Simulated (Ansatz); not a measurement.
`O[SiH2]S[SiH](Cl)Cl`, relaxed with RKS PBE0-D4/def2-TZVP in the Gaussian-basis code of Ansatz from a GFN2-xTB geometry. The force threshold is 0.005 eV/Å; the program also tests the step.

Charge 0, multiplicity 1.

Start:

```xyz
10

O    -0.249    0.272    2.036
Si   -0.049    1.431    0.944
S     1.162    0.696   -0.734
Si    0.134   -1.032   -1.404
Cl   -0.319   -2.277    0.153
Cl    1.305   -2.028   -2.686
H    -0.327   -0.664    1.826
H    -1.309    1.855    0.350
H     0.789    2.448    1.535
H    -1.137   -0.700   -2.020
```

```
step  energy (eV)  largest force (eV/Å)  largest move (Å)
   1  -53735.9096                 1.292             0.000
   2  -53735.9929                 0.535             0.176
   3  -53736.0253                 0.240             0.044
   4  -53736.0454                 0.310             0.123
   5  -53736.0599                 0.185             0.070
   6  -53736.0756                 0.189             0.141
   7  -53736.0825                 0.355             0.195
   8  -53736.0882                 0.292             0.024
   9  -53736.0942                 0.056             0.097
  10  -53736.0949                 0.015             0.054
  11  -53736.0950                 0.045             0.041
  12  -53736.0952                 0.020             0.013
  13  -53736.0953                 0.007             0.010
  14  -53736.0953                 0.009             0.006
  15  -53736.0953                 0.002             0.003
```

End:

```xyz
10

O     0.009    0.396    2.294
Si   -0.004    1.240    0.896
S     1.417    0.498   -0.546
Si    0.135   -0.913   -1.433
Cl   -0.679   -2.172   -0.020
Cl    1.226   -2.022   -2.745
H    -0.195   -0.541    2.238
H    -1.335    1.211    0.238
H     0.428    2.611    1.226
H    -1.002   -0.309   -2.148
```

Run time 28 s (2 threads of an AMD EPYC 7R13 on a shared host and a share of an NVIDIA H100 80 GB); peak host memory 0.96 GiB.
